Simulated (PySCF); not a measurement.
All values below come from M06-2X/def2-TZVP run with PySCF. All species are isolated molecules in the gas phase. Delta-SCF ions had no search for a lower state. Excitations are Tamm–Dancoff values on a coarser integration grid. The basis has no diffuse functions, so Rydberg states are missing or too high.

Reference species (SMILES): `C(=O)=[NH2+]` (charge +1, multiplicity 1).

| Property | Result |
|---|---|
| S1 excitation (TDA) | 6.24 eV |
| T1 excitation (TDA) | 6.00 eV |
| HOMO | -18.70 eV |
| vertical ionisation energy (Delta-SCF) | 20.37 eV |

Changed species: `N=C=[OH+]` (not the most basic site) (proton added at O3; the reference has proton added at N1).

Problem. What does the change do to the S1 excitation (TDA), T1 excitation (TDA), HOMO and vertical ionisation energy (Delta-SCF)?

Solution. the S1 excitation (TDA) goes up by 1.38 eV, to 7.62 eV; the T1 excitation (TDA) rises by 1.35 eV, to 7.35 eV; the HOMO hardly moves; the vertical ionisation energy (Delta-SCF) increases by 0.05 eV, to 20.42 eV.
